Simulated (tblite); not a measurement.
Problem. What does the GFN2-xTB structure of `C#C[C@H](N=C)C(F)F` look like in three dimensions?

Solution. 
```
atom  x, y, z in Å
C1     2.371   -0.788   -1.244
C2     1.350   -0.454   -0.719
C3     0.095   -0.065   -0.093
N4    -0.983   -0.244   -1.035
C5    -1.929   -1.014   -0.763
C6     0.146    1.432    0.254
F7    -0.943    1.778    0.979
F8     1.217    1.717    1.027
H9     3.274   -1.079   -1.691
H10   -0.044   -0.634    0.845
H11   -2.018   -1.588    0.165
H12   -2.719   -1.123   -1.491
H13    0.180    2.063   -0.646
```

Any rigid rotation of these coordinates is as good. Atoms count from 1 in this order. The C–C distances run from 1.196 Å (C1≡C2, drawn triple) to 1.537 Å (C3–C6, drawn single), a spread of 0.341 Å. Of the pairs four or more bonds apart, H10···H11 is among the closest relative to their van der Waals radii: 2.30 Å, 96 % of the sum of Bondi's values. The 2 C–N bonds span 1.249 Å (N4=C5, drawn double) to 1.442 Å (C3–N4, drawn single), a spread of 0.193 Å.

Bonds between heavy atoms (Å): C1≡C2 1.196, C2–C3 1.455, C3–N4 1.442, N4=C5 1.249, C3–C6 1.537, C6–F7 1.354, C6–F8 1.351.

The geometry is computed with GFN2-xTB (gas phase).

Point group: C1 (no symmetry element, even within 0.4 Å). Its GFN2-xTB frequencies are all real (lowest 50 cm⁻¹). The numbers are those of one conformer (C2–C3–N4–C5 121°, C2–C3–C6–F7 -173°). 2 starts were optimised and ended at 0.00 and 0.04 kcal/mol (GFN2-xTB); the lowest of these is shown.
